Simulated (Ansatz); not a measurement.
Ansatz (an electronic-structure program) input (HF/3-21G): The .json file is the Basis Set Exchange's 3-21G.

Ansatz 0.2 input:
```yaml
crystal:
  periodic: [false, false, false]
  atoms:
    - {symbol: C, position_ang: [-1.72551300, -0.51086100, 0.16244200]}
    - {symbol: C, position_ang: [-0.56307400, 0.38637200, 0.42330800]}
    - {symbol: Si, position_ang: [1.12973700, 0.11756100, -0.25120000]}
    - {symbol: H, position_ang: [-2.54457600, 0.03103800, -0.32680100]}
    - {symbol: H, position_ang: [-2.14199600, -0.90517400, 1.09766600]}
    - {symbol: H, position_ang: [-1.46926400, -1.36260000, -0.47009300]}
    - {symbol: H, position_ang: [-0.76134800, 1.24840500, 1.05353600]}
    - {symbol: H, position_ang: [1.66560500, -1.20509700, 0.16933000]}
    - {symbol: H, position_ang: [2.04915000, 1.18076900, 0.21778100]}
    - {symbol: H, position_ang: [1.11764200, 0.11373300, -1.73912400]}
basis:
  gaussian:
    orbitals: 3-21G.json
hamiltonian:
  xc: {name: HF}
magnetization: {spin_polarized: true, initial_magnetization: 1}
relax: {f_tol: 0.003, max_steps: 120}
```

Output:

```
Functional definition: HF
integrals: 0.01 GiB planned
578 factors; integrals over basis functions are off by at most 4.5e-4 eV
mean field: 0.13 GiB planned
mean field evaluation 1: about -9977.2908 eV, gradient 1.3e1 eV
mean field evaluation 2: about -9977.4666 eV, gradient 1.3e1 eV
mean field evaluation 4: about -9978.8254 eV, gradient 1.7e0 eV
mean field evaluation 8: about -9978.8605 eV, gradient 9.3e-4 eV
mean field -9978.86053897 eV, -366.7163608927 hartree, gradient 1.3e-5 eV, S^2 0.764220; 0 other end points of the search recorded, 0 dependent functions left out
the calculation of the forces begins
reference -9978.86053897 eV, -366.7163608927 hartree; 17, 16 occupied and 28, 29 virtual orbitals, 578 factors
relax step   1: F+E_penalty+E_count = -9978.86053897 eV  Δ(F+E_penalty+E_count) = +0.000e0 eV  max|allowed force component| = 8.551e-1 eV/Å  Δτ_max = 0.0000 Å  (41 SCF iters, accepted)
these checks for a lower state are left out or cut short: starts, cluster_reference, orbital_swaps, neighbouring_geometries, increment
integrals: 0.01 GiB planned
578 factors; integrals over basis functions are off by at most 4.6e-4 eV
mean field: 0.13 GiB planned
mean field evaluation 16: about -9978.8906 eV, gradient 3.8e-1 eV
mean field -9978.89181674 eV, -366.7175103294 hartree, gradient 2.2e-5 eV, S^2 0.764497; 0 other end points of the search recorded, 0 dependent functions left out
the calculation of the forces begins
reference -9978.89181674 eV, -366.7175103294 hartree; 17, 16 occupied and 28, 29 virtual orbitals, 578 factors
relax step   2: F+E_penalty+E_count = -9978.89181674 eV  Δ(F+E_penalty+E_count) = -3.128e-2 eV  max|allowed force component| = 3.688e-1 eV/Å  Δτ_max = 0.0254 Å  (37 SCF iters, accepted)
these checks for a lower state are left out or cut short: starts, cluster_reference, orbital_swaps, neighbouring_geometries, increment
integrals: 0.01 GiB planned
578 factors; integrals over basis functions are off by at most 4.6e-4 eV
mean field: 0.13 GiB planned
mean field -9978.89764151 eV, -366.7177243856 hartree, gradient 2.2e-5 eV, S^2 0.764818; 0 other end points of the search recorded, 0 dependent functions left out
the calculation of the forces begins
reference -9978.89764151 eV, -366.7177243856 hartree; 17, 16 occupied and 28, 29 virtual orbitals, 578 factors
relax step   3: F+E_penalty+E_count = -9978.89764151 eV  Δ(F+E_penalty+E_count) = -5.825e-3 eV  max|allowed force component| = 2.242e-2 eV/Å  Δτ_max = 0.0122 Å  (37 SCF iters, accepted)
these checks for a lower state are left out or cut short: starts, cluster_reference, orbital_swaps, neighbouring_geometries, increment
integrals: 0.01 GiB planned
578 factors; integrals over basis functions are off by at most 4.6e-4 eV
mean field: 0.13 GiB planned
mean field evaluation 32: about -9978.8978 eV, gradient 1.3e-5 eV
mean field -9978.89775719 eV, -366.7177286368 hartree, gradient 1.4e-5 eV, S^2 0.764830; 0 other end points of the search recorded, 0 dependent functions left out
the calculation of the forces begins
reference -9978.89775719 eV, -366.7177286368 hartree; 17, 16 occupied and 28, 29 virtual orbitals, 578 factors
relax step   4: F+E_penalty+E_count = -9978.89775719 eV  Δ(F+E_penalty+E_count) = -1.157e-4 eV  max|allowed force component| = 8.220e-3 eV/Å  Δτ_max = 0.0059 Å  (28 SCF iters, accepted)
these checks for a lower state are left out or cut short: starts, cluster_reference, orbital_swaps, neighbouring_geometries, increment
integrals: 0.01 GiB planned
578 factors; integrals over basis functions are off by at most 4.6e-4 eV
mean field: 0.13 GiB planned
mean field -9978.89777384 eV, -366.7177292490 hartree, gradient 8.1e-5 eV, S^2 0.764828; 0 other end points of the search recorded, 0 dependent functions left out
the calculation of the forces begins
reference -9978.89777384 eV, -366.7177292490 hartree; 17, 16 occupied and 28, 29 virtual orbitals, 578 factors
relax step   5: F+E_penalty+E_count = -9978.89777384 eV  Δ(F+E_penalty+E_count) = -1.666e-5 eV  max|allowed force component| = 3.172e-3 eV/Å  Δτ_max = 0.0024 Å  (24 SCF iters, accepted)
these checks for a lower state are left out or cut short: starts, cluster_reference, orbital_swaps, neighbouring_geometries, increment
integrals: 0.01 GiB planned
578 factors; integrals over basis functions are off by at most 4.6e-4 eV
mean field: 0.13 GiB planned
mean field -9978.89777444 eV, -366.7177292709 hartree, gradient 2.7e-5 eV, S^2 0.764829; 0 other end points of the search recorded, 0 dependent functions left out
the calculation of the forces begins
reference -9978.89777444 eV, -366.7177292709 hartree; 17, 16 occupied and 28, 29 virtual orbitals, 578 factors
relax step   6: F+E_penalty+E_count = -9978.89777444 eV  Δ(F+E_penalty+E_count) = -5.984e-7 eV  max|allowed force component| = 3.311e-3 eV/Å  Δτ_max = 0.0007 Å  (24 SCF iters, accepted)
these checks for a lower state are left out or cut short: starts, cluster_reference, orbital_swaps, neighbouring_geometries, increment
integrals: 0.01 GiB planned
578 factors; integrals over basis functions are off by at most 4.6e-4 eV
mean field: 0.13 GiB planned
mean field -9978.89777491 eV, -366.7177292882 hartree, gradient 1.5e-5 eV, S^2 0.764829; 0 other end points of the search recorded, 0 dependent functions left out
the calculation of the forces begins
reference -9978.89777491 eV, -366.7177292882 hartree; 17, 16 occupied and 28, 29 virtual orbitals, 578 factors
relax step   7: F+E_penalty+E_count = -9978.89777491 eV  Δ(F+E_penalty+E_count) = -4.706e-7 eV  max|allowed force component| = 3.911e-4 eV/Å  Δτ_max = 0.0002 Å  (23 SCF iters, accepted)
integrals: 0.01 GiB planned
578 factors; integrals over basis functions are off by at most 4.6e-4 eV
mean field: 0.13 GiB planned
mean field -9978.89777491 eV, -366.7177292882 hartree, gradient 1.5e-5 eV, S^2 0.764829; 1 other end points of the search recorded, 0 dependent functions left out
the calculation of the forces begins
reference -9978.89777491 eV, -366.7177292882 hartree; 17, 16 occupied and 28, 29 virtual orbitals, 578 factors
Total energy: -9978.89777491 eV, -366.7177292882 hartree
Atom 0 at    -1.754356    -0.518156     0.165715 Å, force    -0.000066    -0.000059     0.000035 eV/Å
Atom 1 at    -0.577504     0.397731     0.435183 Å, force     0.000391     0.000327     0.000059 eV/Å
Atom 2 at     1.154007     0.114835    -0.260418 Å, force    -0.000151    -0.000207    -0.000071 eV/Å
Atom 3 at    -2.557903     0.023456    -0.327619 Å, force    -0.000118    -0.000078     0.000073 eV/Å
Atom 4 at    -2.156231    -0.911774     1.096184 Å, force    -0.000173     0.000074    -0.000077 eV/Å
Atom 5 at    -1.485778    -1.359416    -0.462733 Å, force     0.000068    -0.000054    -0.000050 eV/Å
Atom 6 at    -0.776047     1.252013     1.061288 Å, force    -0.000021    -0.000140    -0.000015 eV/Å
Atom 7 at     1.691947    -1.207794     0.172138 Å, force     0.000027     0.000091    -0.000069 eV/Å
Atom 8 at     2.079496     1.181743     0.209502 Å, force     0.000013     0.000082     0.000043 eV/Å
Atom 9 at     1.138731     0.121508    -1.752395 Å, force     0.000030    -0.000035     0.000074 eV/Å
Dipole moment:    -0.170405     0.008867     0.054746 e Å
```

The geometry given is a B3LYP-D3(BJ)/def2-TZVP minimum.
